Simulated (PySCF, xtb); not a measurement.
bis(trichlorosilyl)methane (CH₂Cl₆Si₂), SMILES Cl[Si](Cl)(Cl)C[Si](Cl)(Cl)Cl.

GFN2-xTB in xtb at its own geometry gives an orbital gap of 6.38 eV and a dipole moment of 0.88 D.

Geometry optimised at PBE0-D3(BJ)/def2-SVP. The isomer is the one that the SMILES or the coordinates give; other isomers of the formula were not compared. The values are those of a single conformer.

### Question
What does ωB97X/def2-SVP run with PySCF give? (The exact figures need the calculation; the answer reports its results.)

### Answer
gap 13.77 eV (levels -11.64 and 2.12 eV), dipole 1.56 D.
